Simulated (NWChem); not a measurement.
System: C₃H₂F₃, doublet; SMILES C([C](F)F)(F)=C

NWChem input:

```
start job
memory heap 200 mb stack 900 mb global 1100 mb
geometry units angstroms noautoz
  C     -1.256358    -1.429321     0.000000
  C     -0.077357    -0.722732     0.000000
  F      1.089007    -1.372278     0.000000
  C      0.036625     0.659414     0.000000
  F     -1.005749     1.450119     0.000000
  F      1.174307     1.297397     0.000000
  H     -2.212669    -0.908770     0.000000
  H     -1.227731    -2.518479     0.000000
end
basis spherical
  * library def2-svp
end
dft
  odft
  mult 2
  xc xpbe96 cpbe96
  iterations 150
  mulliken
end
task dft energy
```

In the optimisation the excess spin sits in a" (Cs, its own frame). Structure relaxed at the PBE0/def2-SVP, spin-unrestricted level. No stability test was run on the SCF state.

Problem. Give the results of this calculation. (PBE/def2-SVP, spin-unrestricted.) Quantities: energy (Ha); highest occupied level (eV); lowest empty minus highest occupied level, either spin (eV); dipole (D); <S²>.

Solution. 
```json
{
 "energy (Ha)": "-414.23",
 "highest occupied level (eV)": "-4.35",
 "lowest empty minus highest occupied level, either spin (eV)": "1.31",
 "dipole (D)": "0.85",
 "<S²>": "0.762"
}
```
